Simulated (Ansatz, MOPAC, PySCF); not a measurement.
Molecule: SrOH, net charge 0, doublet state. SMILES: [Sr][OH]
Geometry from a B3LYP-D3(BJ)/def2-TZVP (Ansatz, a program for electronic structure) optimisation:
```
O
H 1 0.9562
Sr 1 2.1175 2 180.00
```
Charge 0, spin multiplicity 2.

Wanted: vertical electron affinity to the singlet, in eV. Set-up: 6-31G* and kin with 6d, 5d where marked; STO-3G and 3-21G all-electron and non-relativistic; no spin-orbit coupling; dispersion terms only where a functional's name holds one; def2 sets with scalar-relativistic core potentials past Kr; valence correlation only (noble-gas shells and the d and f shells of earlier blocks; the outer core of K, Ca and congeners matters and is frozen too); LANL2DZ with its own core potentials from Na on; UHF or UKS for open shells; each state is the SCF solution reached for its charge and spin. First-principles rows: single points at B3LYP-D3(BJ) geometries (Ansatz). Semi-empirical rows: differences of heats of formation at the shared geometry for vertical values.

```tsv
level	program	vertical electron affinity to the singlet (eV)
AM1	MOPAC	0.89
PM3	MOPAC	1.41
MNDO	MOPAC	0.91
HF/6-31G* with LANL2DZ past Ar	Ansatz	-0.40
PBE/6-31G* with LANL2DZ past Ar	Ansatz	0.65
B3LYP/STO-3G	Ansatz	-4.67
B3LYP/6-31G* with LANL2DZ past Ar	Ansatz	0.66
M06-2X/6-31G* with LANL2DZ past Ar (5d)	PySCF	0.66
MP2/6-31G* with LANL2DZ past Ar	Ansatz	-0.15
wB97X-V/def2-TZVPD	Ansatz	0.60
```

No value to compare with is used here. The 9 habitual levels span -4.67 (B3LYP/STO-3G) to 1.41 eV (PM3); wB97X-V/def2-TZVPD gives 0.60.

The levels are drawn from those run, B3LYP/6-31G* more often than the rest, none by its result; left out are runs that failed, that the program found above a lower state of the same kind, or whose <S^2> lies over 0.5 above the pure value.
